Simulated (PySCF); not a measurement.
2,2-dichloroethyl(fluoro)silane (C2H5Cl2FSi), SMILES [SiH2](CC(Cl)Cl)F.

The structure is a stationary point at ωB97X-D3(BJ)/def2-SVP. The values are those of a single conformer.

Computed with TDDFT-PBE/def2-SVPD run with PySCF 2.14.0.

Vertical excitations. Gas-phase values at a fixed geometry.

### Question
Give excitation energies, oscillator strengths and character. (An estimate is asked for; the answer gives what the named calculation found.)

### Answer

```json
[
 {"state": "S1", "energy (eV)": "6.05", "λ (nm)": "205", "f": "0.001", "main pairs": "HOMO→LUMO 95 %"},
 {"state": "S2", "energy (eV)": "6.24", "λ (nm)": "199", "f": "0.008", "main pairs": "HOMO−1→LUMO 86 %"},
 {"state": "S3", "energy (eV)": "6.46", "λ (nm)": "192", "f": "0.006", "main pairs": "HOMO−2→LUMO 80 %"},
 {"state": "S4", "energy (eV)": "6.71", "λ (nm)": "185", "f": "0.006", "main pairs": "HOMO−3→LUMO 61 %, HOMO→LUMO+1 23 %"},
 {"state": "S5", "energy (eV)": "6.76", "λ (nm)": "183", "f": "0.003", "main pairs": "HOMO→LUMO+1 48 %, HOMO−1→LUMO+1 30 %, HOMO−3→LUMO 10 %"},
 {"state": "S6", "energy (eV)": "6.84", "λ (nm)": "181", "f": "0.017", "main pairs": "HOMO−4→LUMO 68 %, HOMO−1→LUMO+1 13 %"},
 {"state": "S7", "energy (eV)": "6.90", "λ (nm)": "180", "f": "0.016", "main pairs": "HOMO−1→LUMO+1 34 %, HOMO−1→LUMO+2 29 %, HOMO−4→LUMO 15 %, HOMO−3→LUMO 12 %"},
 {"state": "S8", "energy (eV)": "6.94", "λ (nm)": "179", "f": "0.006", "main pairs": "HOMO→LUMO+2 78 %"},
 {"state": "S9", "energy (eV)": "7.09", "λ (nm)": "175", "f": "0.002", "main pairs": "HOMO−1→LUMO+2 41 %, HOMO−2→LUMO+1 19 %, HOMO−5→LUMO 16 %, HOMO−1→LUMO+1 7 %"},
 {"state": "S10", "energy (eV)": "7.15", "λ (nm)": "173", "f": "0.001", "main pairs": "HOMO−2→LUMO+1 35 %, HOMO−1→LUMO+2 23 %, HOMO−5→LUMO 18 %, HOMO−1→LUMO+1 8 %"},
 {"state": "T1", "energy (eV)": "5.70", "λ (nm)": "218", "f": "0", "main pairs": "HOMO→LUMO 90 %"},
 {"state": "T2", "energy (eV)": "5.76", "λ (nm)": "215", "f": "0", "main pairs": "HOMO−1→LUMO 90 %"},
 {"state": "T3", "energy (eV)": "6.06", "λ (nm)": "205", "f": "0", "main pairs": "HOMO−2→LUMO 93 %"},
 {"state": "T4", "energy (eV)": "6.36", "λ (nm)": "195", "f": "0", "main pairs": "HOMO−3→LUMO 84 %"}
]
```
Triplets are in the Tamm–Dancoff approximation, which puts them higher than full response would, so one can lie above its singlet here.
